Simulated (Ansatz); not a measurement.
One change: `FB(F)Br` becomes `[F][In]([F])[Br]`.

Ansatz, PBE0-D4/def2-TZVP geometries, multiplicity 1. 

Elements past krypton have def2 core potentials. Scalar relativity is left out up to krypton.

```tsv
property	`FB(F)Br`
LUMO energy (PBE0/def2-TZVPP) / eV	-0.40
LUMO energy (B3LYP/def2-TZVPP) / eV	-0.65
HOMO energy (PBE0/def2-TZVPP) / eV	-9.08
HOMO–LUMO gap (ωB97M-V/def2-TZVPP) / eV	13.06
size of the dipole moment (ωB97M-V/def2-TZVPP) / D	0.22
ideal-gas entropy at 298 K and 1 bar (rigid rotor, harmonic PBE0-D4/def2-TZVP) / J/(mol·K)	287
```

Give the same properties after the change, and the shifts. (Estimate.)

Computed: 
```
                                                                                  property  `[F][In]([F])[Br]`  shift
                                                        LUMO energy (PBE0/def2-TZVPP) / eV               -3.18  -2.78
                                                       LUMO energy (B3LYP/def2-TZVPP) / eV               -3.54  -2.89
                                                        HOMO energy (PBE0/def2-TZVPP) / eV               -9.33  -0.25
                                                   HOMO–LUMO gap (ωB97M-V/def2-TZVPP) / eV               10.36  -2.70
                                        size of the dipole moment (ωB97M-V/def2-TZVPP) / D                1.66   1.44
ideal-gas entropy at 298 K and 1 bar (rigid rotor, harmonic PBE0-D4/def2-TZVP) / J/(mol·K)                 340     53
```

With PBE0 the HOMO falls by 0.25 eV and the LUMO falls by 2.78 eV, so the gap narrows by about 2.53 eV. PBE moves the HOMO by -0.28 eV and ωB97M-V by -0.22 eV. Dipoles are sizes alone; their direction can turn.

B3LYP here is the variant with VWN-RPA as its local correlation; programs differ in this.

Spin–orbit coupling is left out; it splits and shifts lone-pair levels of the heavy atoms by tenths of an eV.
